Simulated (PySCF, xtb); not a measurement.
CH5NO2Si2, SMILES N#CO[Si@H](O)[SiH3].

xtb with GFN2-xTB at its own geometry gives an orbital gap of 4.38 eV and a dipole moment of 4.56 D.

Geometry: PBE0-D3(BJ)/def2-SVP. The structure was generated by enumeration; whether it is a known compound was not checked. One conformer was computed; it need not be the lowest.

**Question.** What does B3LYP/def2-TZVP (PySCF) give? (The exact figures need the calculation; the answer reports its results.)

**Answer.** gap 7.18 eV (levels -8.32 and -1.14 eV), dipole 4.06 D.
